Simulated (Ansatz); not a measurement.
Bond stretch in SeH, doublet.

Computed with: UKS-PBE = unrestricted PBE/def2-SVP (Ansatz, a program for electronic structure); UKS-CAM-B3LYP = unrestricted CAM-B3LYP/def2-SVP (Ansatz); FCI = Ansatz with full CI/def2-SVP, cores with 3d frozen.

Energies relative to the lowest point of each curve near equilibrium, in mEh; the last columns give the error against full CI:

```json
[
 {"R / Å": "1.16", "UKS-PBE": "71.8", "UKS-CAM-B3LYP": "68.2", "FCI": "68.9", "UKS-PBE − FCI": "2.9", "UKS-CAM-B3LYP − FCI": "-0.7"},
 {"R / Å": "1.23", "UKS-PBE": "38.9", "UKS-CAM-B3LYP": "36.1", "FCI": "36.4", "UKS-PBE − FCI": "2.5", "UKS-CAM-B3LYP − FCI": "-0.3"},
 {"R / Å": "1.33", "UKS-PBE": "12.1", "UKS-CAM-B3LYP": "10.4", "FCI": "10.5", "UKS-PBE − FCI": "1.6", "UKS-CAM-B3LYP − FCI": "-0.1"},
 {"R / Å": "1.39", "UKS-PBE": "4.1", "UKS-CAM-B3LYP": "3.2", "FCI": "3.2", "UKS-PBE − FCI": "1.0", "UKS-CAM-B3LYP − FCI": "0.0"},
 {"R / Å": "1.42", "UKS-PBE": "1.8", "UKS-CAM-B3LYP": "1.2", "FCI": "1.2", "UKS-PBE − FCI": "0.6", "UKS-CAM-B3LYP − FCI": "0.0"},
 {"R / Å": "1.47", "UKS-PBE": "0.0", "UKS-CAM-B3LYP": "0.0", "FCI": "0.0", "UKS-PBE − FCI": "0.0", "UKS-CAM-B3LYP − FCI": "0.0"},
 {"R / Å": "1.52", "UKS-PBE": "0.2", "UKS-CAM-B3LYP": "0.9", "FCI": "0.8", "UKS-PBE − FCI": "-0.6", "UKS-CAM-B3LYP − FCI": "0.0"},
 {"R / Å": "1.53", "UKS-PBE": "0.5", "UKS-CAM-B3LYP": "1.2", "FCI": "1.2", "UKS-PBE − FCI": "-0.7", "UKS-CAM-B3LYP − FCI": "0.1"},
 {"R / Å": "1.64", "UKS-PBE": "6.7", "UKS-CAM-B3LYP": "8.9", "FCI": "8.5", "UKS-PBE − FCI": "-1.9", "UKS-CAM-B3LYP − FCI": "0.3"},
 {"R / Å": "1.70", "UKS-PBE": "12.0", "UKS-CAM-B3LYP": "15.0", "FCI": "14.3", "UKS-PBE − FCI": "-2.3", "UKS-CAM-B3LYP − FCI": "0.7"},
 {"R / Å": "1.82", "UKS-PBE": "24.9", "UKS-CAM-B3LYP": "29.6", "FCI": "27.8", "UKS-PBE − FCI": "-2.9", "UKS-CAM-B3LYP − FCI": "1.8"},
 {"R / Å": "2.00", "UKS-PBE": "46.7", "UKS-CAM-B3LYP": "54.0", "FCI": "49.1", "UKS-PBE − FCI": "-2.4", "UKS-CAM-B3LYP − FCI": "4.9"},
 {"R / Å": "2.20", "UKS-PBE": "70.6", "UKS-CAM-B3LYP": "79.5", "FCI": "70.2", "UKS-PBE − FCI": "0.4", "UKS-CAM-B3LYP − FCI": "9.3"},
 {"R / Å": "2.44", "UKS-PBE": "94.5", "UKS-CAM-B3LYP": "100.1", "FCI": "89.2", "UKS-PBE − FCI": "5.4", "UKS-CAM-B3LYP − FCI": "10.9"},
 {"R / Å": "2.64", "UKS-PBE": "107.3", "UKS-CAM-B3LYP": "109.9", "FCI": "99.5", "UKS-PBE − FCI": "7.8", "UKS-CAM-B3LYP − FCI": "10.4"},
 {"R / Å": "2.92", "UKS-PBE": "116.5", "UKS-CAM-B3LYP": "117.4", "FCI": "107.7", "UKS-PBE − FCI": "8.8", "UKS-CAM-B3LYP − FCI": "9.7"},
 {"R / Å": "3.23", "UKS-PBE": "121.1", "UKS-CAM-B3LYP": "121.3", "FCI": "111.6", "UKS-PBE − FCI": "9.5", "UKS-CAM-B3LYP − FCI": "9.7"},
 {"R / Å": "3.62", "UKS-PBE": "123.5", "UKS-CAM-B3LYP": "123.5", "FCI": "113.4", "UKS-PBE − FCI": "10.1", "UKS-CAM-B3LYP − FCI": "10.1"},
 {"R / Å": "3.99", "UKS-PBE": "124.3", "UKS-CAM-B3LYP": "124.3", "FCI": "113.9", "UKS-PBE − FCI": "10.4", "UKS-CAM-B3LYP − FCI": "10.4"},
 {"R / Å": "4.39", "UKS-PBE": "124.7", "UKS-CAM-B3LYP": "124.7", "FCI": "114.1", "UKS-PBE − FCI": "10.6", "UKS-CAM-B3LYP − FCI": "10.5"},
 {"R / Å": "5.26", "UKS-PBE": "124.9", "UKS-CAM-B3LYP": "124.9", "FCI": "114.2", "UKS-PBE − FCI": "10.7", "UKS-CAM-B3LYP − FCI": "10.6"}
]
```

UKS-PBE is furthest from FCI at 5.26 (10.7 mEh, above); its mean absolute error over the points is 4.4 mEh.

UKS-CAM-B3LYP is furthest from FCI at 2.44 (10.9 mEh, above); its mean absolute error over the points is 4.8 mEh.

The scan ran from 1.16 to 5.85 Å; beyond the distances shown full CI changes its symmetry label. The unrestricted determinant behind UKS-PBE is spin-contaminated at 2.44 to 5.26 Å (<S²> up to 1.8, against 0.75 for a pure doublet). The unrestricted determinant behind UKS-CAM-B3LYP is spin-contaminated at 2.20 to 5.26 Å (<S²> up to 1.8, against 0.75 for a pure doublet).
